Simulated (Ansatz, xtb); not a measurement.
**Ligand exchange: HI + C3H8O → H2O + C3H7I**

Species: HI (hydrogen iodide), singlet; C3H8O `CCCO`, singlet; H2O (water) `O`, singlet; C3H7I (1-iodopropane) `CCCI`, singlet. The partners trade I for OH: H–I and C–OH bonds give way to H–OH and C–I.

Shapes, held fixed at every level: PBE0-D4/def2-TZVP. Flexible molecules stand in one conformer, not always the lowest. Programs: Ansatz 0.2.0, xtb 6.7.1. Electronic energies: no zero-point or thermal term.

```tsv
level	kind	ΔE (kJ/mol)	less CCSD(T)/def2-TZVPP
GFN0-xTB	semi-empirical	+27.9	+73.4
HF/def2-TZVPP	Hartree–Fock	-24.9	+20.6
PBE-D4/def2-TZVPP	GGA	-44.8	+0.7
PBE0/def2-SVP	global hybrid	-14.5	+31.0
B3LYP-D4/def2-TZVPP	global hybrid	-42.5	+3.0
wB97X-V/def2-TZVPP	range-separated hybrid	-36.6	+8.9
B2PLYP/def2-TZVPP	double hybrid	-41.9	+3.6
CCSD/def2-TZVPP	coupled cluster or CI	-41.4	+4.1
CCSD(T)/def2-TZVPP	coupled cluster or CI	-45.5	0.0
```

The highest level, CCSD(T)/def2-TZVPP, gives ΔE = -45.5 kJ/mol; the levels span -45.5 to +27.9. They disagree on the sign: 1 of 9 are positive. GFN0-xTB strays far from the other rows. The column of differences is taken from that level and isn't an error. No measured value is set beside it here. For atoms past krypton def2 sets carry core potentials with scalar relativity. Outer-core shells of I are correlated, in sets that cover them unevenly.
